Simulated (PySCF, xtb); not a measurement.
Ca(Cl)2 anion (CaCl2), SMILES [Cl][Ca][Cl] (connectivity only; charge and spin as stated), charge -1, multiplicity 2.

Harmonic wavenumbers (cm⁻¹) from GFN2-xTB (xtb) at its own minimum, in rising order: 62, 140, 140.

### Question
What does B3LYP-D3(BJ)/def2-TZVPD run with PySCF give at its own minimum? (Estimate from the structure and the level; the computed values follow.)

### Answer
65, 262, 318. Paired by order, the mean absolute difference is 101 cm⁻¹ and the zero-point energies are 0.5 and 0.9 kcal/mol.
